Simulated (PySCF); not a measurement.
C2H5FN2Si, SMILES N[Si@@H]1C=N[C@@H]1F. Atoms are numbered in the order given.

```xyz
11

N      2.0131     0.5312     0.4576
Si     0.4055     0.8895    -0.0609
C     -1.0347     0.5002     1.1288
N     -1.5611    -0.4708     0.4404
C     -0.7197    -0.5340    -0.7812
F     -0.1154    -1.7754    -0.8980
H      2.2617    -0.3904     0.8223
H      2.8188     1.0180     0.0635
H      0.4896     2.2396    -0.7295
H     -1.4907     0.8144     2.0902
H     -1.3552    -0.3754    -1.6832
```
Charge 0, spin multiplicity 1.

The structure is a stationary point at PBE-D3(BJ)/def2-SVP. The structure was generated by enumeration; whether it is a known compound was not checked. Other conformers were not sampled.

All values below come from CAM-B3LYP/def2-TZVP (PySCF).

Gas-phase values at a fixed geometry.

- total energy = -578.05431 hartree
- highest occupied level = -8.52 eV
- lowest empty level = -0.03 eV
- orbital gap = 8.49 eV
- dipole moment = 3.33 D
- quadrupole, principal values (traceless, Buckingham form, about the centre of nuclear charge) = -6.85, 1.54, 5.31 D·Å
- mean static polarisability = 60.0 bohr³ (8.88 Å³)
- polarisability, principal values = 51.7, 59.4, 68.8 bohr³
